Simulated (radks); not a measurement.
The numbers below are computed, except where a source is named.
Task: Coherent X-ray form factor from a spherical all-electron density. Level of theory: non-relativistic Kohn-Sham, BLYP, spin-polarised, spherical densities, point nucleus (a radial shooting solver on a logarithmic mesh with Libxc functionals).

| sin(theta)/lambda (1/angstrom) | f0 (electrons) |
|---|---|
| 0.05 | 26.715 |
| 0.1 | 25.901 |
| 0.15 | 24.664 |
| 0.2 | 23.140 |
| 0.25 | 21.464 |
| 0.3 | 19.747 |
| 0.4 | 16.485 |
| 0.5 | 13.711 |
| 0.6 | 11.520 |
| 0.8 | 8.663 |
| 1 | 7.143 |
| 1.25 | 6.062 |
| 1.5 | 5.249 |
| 2 | 3.792 |

The species is in the configuration that NIST lists as its ground one. Which atom or ion scatters so?

Result: The copper ion Cu2+, [Ar] 3d9. Extrapolating in s^2 from the first two rows gives f0(0) = 27.0, near the electron count 27; among species with that count, the fall with angle is slower the higher Z, and the table is that of Z = 29; from so few rows the species is fixed only to a neighbour or two.
